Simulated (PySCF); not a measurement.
A run for PySCF: R-HF/3-21G on CH4GeS (SMILES [CH3][Ge][SH]), a point of a torsion scan.

```python
from pyscf import gto, scf, dft, mp
from pyscf.data.elements import chemcore

mol = gto.M(
    atom='''
    C    -0.90241809   -0.17151298    0.03836858
    Ge    0.18731868    1.53421629   -0.23399689
    S     2.21547572    0.61124989    0.08347213
    H    -0.63121943   -0.93512928   -0.69211087
    H    -1.96738560    0.03038900   -0.07158485
    H    -0.74379292   -0.58746117    1.03439919
    H     1.83829253   -0.63758976    0.31020199
    ''',
    basis='3-21g',
    charge=0, spin=0, verbose=3, max_memory=1800)
mf = scf.RHF(mol)
mf.conv_tol = 1e-8
mf.max_cycle = 100
mf.kernel()
if not mf.converged:
    mf = mf.newton().run(mf.mo_coeff, mf.mo_occ)
```

**Question.** Give the final energy of this run.

**Answer.** -2500.8951 hartree.
